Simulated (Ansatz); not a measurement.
An input meant for Ga₄Sb₄H₁₄⁺, a cluster cut from wurtzite GaSb (hydrogen-capped) (charge 1, doublet; atoms displaced at random, 0.03 Å in each coordinate).

```yaml
crystal:
  periodic: [false, false, false]
  atoms:
    - {symbol: Ga, position_ang: [-2.253145, -1.334153, -1.546483]}
    - {symbol: Sb, position_ang: [-2.101109, -1.183789, 1.205428]}
    - {symbol: Ga, position_ang: [2.294107, -1.338198, -1.603377]}
    - {symbol: Sb, position_ang: [-0.016845, -0.001859, -2.072848]}
    - {symbol: Sb, position_ang: [2.109315, -1.219506, 1.170483]}
    - {symbol: D, position_ang: [0.020727, 0.016326, 2.445552]}
    - {symbol: Ga, position_ang: [0.033745, 2.639321, -1.554376]}
    - {symbol: Sb, position_ang: [0.035183, 2.331727, 1.179331]}
    - {symbol: H, position_ang: [-2.132318, -2.845869, -1.937040]}
    - {symbol: H, position_ang: [-3.515205, -0.419771, -1.895624]}
    - {symbol: H, position_ang: [-2.150287, -2.674040, 1.940216]}
    - {symbol: H, position_ang: [-3.424334, -0.467630, 1.919450]}
    - {symbol: H, position_ang: [2.073776, -2.833197, -1.820575]}
    - {symbol: H, position_ang: [3.514906, -0.411282, -1.841710]}
    - {symbol: H, position_ang: [0.002098, -0.024993, -3.877146]}
    - {symbol: H, position_ang: [2.140899, -2.732962, 1.984025]}
    - {symbol: H, position_ang: [3.410451, -0.529647, 1.922308]}
    - {symbol: H, position_ang: [-0.057548, 0.073834, 4.010206]}
    - {symbol: H, position_ang: [-1.370714, 3.236671, -1.844258]}
    - {symbol: H, position_ang: [1.409760, 3.270829, -1.864582]}
    - {symbol: H, position_ang: [-1.270426, 3.234093, 1.891011]}
    - {symbol: H, position_ang: [1.262998, 3.220289, 1.943206]}
basis:
  gaussian: {orbitals: def2-mTZVP}
total_charge: 1
magnetization: {spin_polarized: true, initial_magnetization: 1}
hamiltonian: {xc: {name: r2SCAN}}
scf: {omitted_lower_state_checks: [starts]}
```

```sh
$ ansatz run in.yaml --threads 2 --pin off --events-out ev --progress --plain --max-ram 20480MiB --backend cuda --devices 0, --max-vram 18GiB
```

It prints (some lines left out):

```
Error: YAML parse error: error: line 9 column 16: `D` is not an element symbol (H … Og, case-exact)
 7 |     - {symbol: Sb, position_ang: [-0.016845, -0.001859, -2.072848]}
 8 |     - {symbol: Sb, position_ang: [2.109315, -1.219506, 1.170483]}
 9 |     - {symbol: D, position_ang: [0.020727, 0.016326, 2.445552]}
10 |     - {symbol: Ga, position_ang: [0.033745, 2.639321, -1.554376]}
11 |     - {symbol: Sb, position_ang: [0.035183, 2.331727, 1.179331]}
```

In this input an element symbol is wrong. The input was rejected before any iteration.
